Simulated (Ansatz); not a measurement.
## Worked example: GeH2(CH3)Cl + SiH3Te → GeH2(CH2)Cl + SiH3(TeH)

Gas-phase species: GeH2(CH3)Cl, singlet; SiH3Te `[SiH3][Te]`, doublet; GeH2(CH2)Cl, doublet; SiH3(TeH), singlet. A radical takes H: the energy is the difference in strength between the C–H bond broken and the Te–H bond made.

Shapes, held fixed at every level: PBE0-D4/def2-TZVP. Flexible molecules stand in one conformer, not always the lowest. Programs: Ansatz 0.2.0. The zero-point and thermal change to 298 K, harmonic and unscaled (PBE0-D4/def2-TZVP), is -15.1 kJ/mol.

At CCSD(T)/def2-TZVPP; 1 Eh = 2625.50 kJ/mol:

```
    species   energy (Eh)
GeH2(CH3)Cl  -2576.418441
     SiH3Te   -558.289007
GeH2(CH2)Cl  -2575.744778
  SiH3(TeH)   -558.905295
```

**Question.** Work out ΔH(298 K) of the reaction at this level.

**Answer.** 
1. Products less reactants: (-2575.744778) + (-558.905295) − [(-2576.418441) + (-558.289007)] = 0.057375 Eh = +150.6 kJ/mol.
2. With the thermal change: +150.6 + (-15.1) = +135.5 kJ/mol.

Other levels give +126.3 (r2SCAN-D4/def2-TZVPP) to +151.9 kJ/mol (MP2/def2-SVP). No measured value is set beside it here. Open shells run unrestricted. For atoms past krypton def2 sets carry core potentials with scalar relativity. Relativity is left out for Ge. Outer-core shells of Ge, Te are correlated, in sets that cover them unevenly.
